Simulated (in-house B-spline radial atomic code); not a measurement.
Configurations of Er VII (Er6+), with energies counted from [Kr] 4d10 4f10 5s2 5p4. Method: scalar-relativistic (X2C) PBE, spin-polarised, spherical fractional occupations, Fermi nucleus of rms radius 5.2516 fm. Calculated with a B-spline radial code for spherical atoms. Shells without spins written out take the highest spin.

Occupations are held fixed; configurations that lie above the ionisation limit could autoionise.

```tsv
configuration	E - E(ref) (eV)	highest orbital	its <r> (bohr)
[Kr] 4d10 4f(7 up, 3 down) 5s2 5p(2 up, 2 down)	2.5905	4f down	0.714
[Kr] 4d10 4f10 5s2 5p3 6s1	45.626	6s up	2.363
[Kr] 4d10 4f9 5s2 5p4 6f1	72.813	6f up	4.343
[Kr] 4d10 4f(4 up, 6 down) 5s2 5p(1 up, 2 down) 5f(1 up, 0 down)	73.499	5f up	2.533
[Kr] 4d10 4f(5 up, 5 down) 5s2 5p(1 up, 2 down) 6d(0 up, 1 down)	76.755	6d down	3.267
[Kr] 4d10 4f10 5s2 5p3 6f1	80.674	6f up	4.382
[Kr] 4d9 4f11 5s2 5p4	164.63	4f down	0.7059
```

Question: Order these further configurations by energy, lowest first.
A. [Kr] 4d9 4f10 5s2 5p4 5f1
B. [Kr] 4d10 4f(4 up, 5 down) 5s2 5p(2 up, 2 down) 6d(1 up, 0 down)
C. [Kr] 4d9 4f10 5s2 5p4 6f1
D. [Kr] 4d10 4f9 5s2 5p4 5f1
E. [Kr] 4d9 4f10 5s2 5p4 6p1

Answer: D (57.229 eV), B (69.067 eV), E (212.81 eV), A (222.92 eV), C (238.53 eV).

Question: How far above the reference does [Kr] 4d10 4f(2 up, 7 down) 5s2 5p(1 up, 3 down) 5f(1 up, 0 down) lie?

Answer: 58.426 eV; its least bound orbital is 5f up with <r> = 2.514 bohr.

Question: How far above the reference does [Kr] 4d10 4f9 5s2 5p4 6s1 lie?

Answer: 37.486 eV; its least bound orbital is 6s up with <r> = 2.345 bohr.

Question: How far above the reference does [Kr] 4d10 4f9 5s2 5p4 6d1 lie?

Answer: 60.058 eV; its least bound orbital is 6d up with <r> = 3.224 bohr.
